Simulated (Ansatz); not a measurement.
Geometry optimisation, RKS PBE-D4/def2-SVP in Ansatz 0.2.0.

The input (input.yaml):

```yaml
crystal:
  periodic: [false, false, false]
  atoms:
    - { symbol: "N", position_ang: [-0.7642, 1.4692, 1.3172] }
    - { symbol: B, position_ang: [-0.7791, 0.0572, 0.8441] }
    - { symbol: "N", position_ang: [0.5151, -0.6578, 0.5771] }
    - { symbol: Si, position_ang: [0.6966, -1.0475, -1.1578] }
    - { symbol: F, position_ang: [0.6079, 0.3538, -2.0845] }
    - { symbol: H, position_ang: [0.1631, 1.9, 1.3359] }
    - { symbol: H, position_ang: [-1.2888, 2.0543, 0.5688] }
    - { symbol: H, position_ang: [-1.7544, -0.5104, 0.705] }
    - { symbol: H, position_ang: [1.3393, 0.0161, 0.8252] }
    - { symbol: H, position_ang: [-0.5246, -1.897, -1.5015] }
    - { symbol: H, position_ang: [1.8544, -1.7948, -1.4089] }
basis:
  gaussian: { orbitals: def2-SVP }
hamiltonian:
  xc: pbe
  dispersion: d4
relax:
  f_tol: 0.015
  max_steps: 40
```

Command:

```bash
$ ansatz run input.yaml --threads 2 --pin off --max-ram 3072MiB --backend cpu --events-out ev --progress --plain --runs-dir out
```

Problem. Where does it end, and by what steps?

Solution. The forces met the threshold. The force dipped under the threshold on the way, but the program's further checks kept it going. After 12 steps the energy has fallen by 1.243 eV; H7 moved furthest, 1.34 Å.

```json
{"step": "0", "energy less start (eV)": "0.0000", "largest force component (eV/Å)": "3.341", "accepted": "yes"}
{"step": "1", "energy less start (eV)": "-0.5742", "largest force component (eV/Å)": "1.580", "accepted": "yes"}
{"step": "2", "energy less start (eV)": "-0.8259", "largest force component (eV/Å)": "0.787", "accepted": "yes"}
{"step": "3", "energy less start (eV)": "-0.9813", "largest force component (eV/Å)": "0.440", "accepted": "yes"}
{"step": "4", "energy less start (eV)": "-1.0651", "largest force component (eV/Å)": "0.453", "accepted": "yes"}
{"step": "5", "energy less start (eV)": "-1.1355", "largest force component (eV/Å)": "0.635", "accepted": "yes"}
{"step": "6", "energy less start (eV)": "-1.1871", "largest force component (eV/Å)": "0.470", "accepted": "yes"}
{"step": "7", "energy less start (eV)": "-1.2242", "largest force component (eV/Å)": "0.253", "accepted": "yes"}
{"step": "8", "energy less start (eV)": "-1.2286", "largest force component (eV/Å)": "0.385", "accepted": "yes"}
{"step": "9", "energy less start (eV)": "-1.2413", "largest force component (eV/Å)": "0.117", "accepted": "yes"}
{"step": "10", "energy less start (eV)": "-1.2430", "largest force component (eV/Å)": "0.030", "accepted": "yes"}
{"step": "11", "energy less start (eV)": "-1.2433", "largest force component (eV/Å)": "0.009", "accepted": "yes"}
{"step": "12", "energy less start (eV)": "-1.2434", "largest force component (eV/Å)": "0.007", "accepted": "yes"}
```

```xyz
11
Properties=species:S:1:pos:R:3
N -0.778 1.468 1.496
B -0.707 0.455 0.516
N 0.540 -0.087 0.033
Si 0.698 -1.256 -1.240
F 0.920 -0.545 -2.706
H 0.029 1.916 1.930
H -1.670 1.827 1.831
H -1.747 0.008 0.065
H 1.411 0.300 0.413
H -0.558 -2.062 -1.321
H 1.929 -2.079 -0.998
```

Whether the end is a true minimum wasn't checked by a vibrational analysis.

Time of the run: 30 s on 2 threads of Arm Neoverse V1 (shared host), peak memory 0.15 GiB.
